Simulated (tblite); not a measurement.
hexafluorodisilane (F6Si2), singlet, geometry from GFN2-xTB; GFN1-xTB (tblite 0.6.0).

Here is a job for tblite.
```
$ tblite run mol.xyz --method gfn1 --charge 0 --spin 0 --json tblite.json --no-restart

# file mol.xyz
8

F      1.91144099    -0.24336418    -1.23186550
Si     1.11552550    -0.05340670     0.12300950
F      1.76075357     1.23559388     0.77677538
F      1.61318454    -1.24527155     1.03791126
Si    -1.11552550     0.05340670    -0.12300950
F     -1.61318454     1.24527155    -1.03791126
F     -1.76075357    -1.23559388    -0.77677538
F     -1.91144099     0.24336418     1.23186550
```

Q: What does tblite print? Leave out banner, timings and long lists.

A: 
```
xTB calculator
 | screened Coulomb repulsion
 | Coulomb electrostatics
 |  * isotropic Klopman-Ohno-Mataga-Nishimoto electrostatics
 |  * onsite third-order electrostatics
 | DFT-D3(BJ) dispersion correction

halogen bonding energy    0.0000000000000E+00 Eh
repulsion energy          9.7534099604431E-02 Eh
dispersion energy        -2.5042245037289E-03 Eh
number of electrons       5.0000000000000E+01 e
integral cutoff           2.8146159136829E+01 bohr

------------------------------------------------------------
  cycle        total energy    energy error   density error
------------------------------------------------------------
      1     -34.61846880131  -3.4713499E+01   7.1134454E-01
      2     -35.02077204576  -4.0230324E-01   4.0485519E-01
      3     -35.01913873939   1.6333064E-03   1.7740720E-01
      4     -35.02774268058  -8.6039412E-03   5.1258274E-02
      5     -34.96571407323   6.2028607E-02   1.3140666E-01
      6     -35.03561562888  -6.9901556E-02   3.0333262E-03
      7     -35.03558945612   2.6172765E-05   4.0815466E-03
      8     -35.03564104332  -5.1587201E-05   1.6603109E-03
      9     -35.03565133884  -1.0295525E-05   1.1314388E-05
     10     -35.03565133924  -4.0242298E-10   1.3627953E-06
------------------------------------------------------------

electronic energy        -3.5130681214345E+01 Eh
total energy             -3.5035651339244E+01 Eh

Post processing:
 | Mayer-Wiberg bond orders

[Info] JSON dump of results written to 'tblite.json'
```
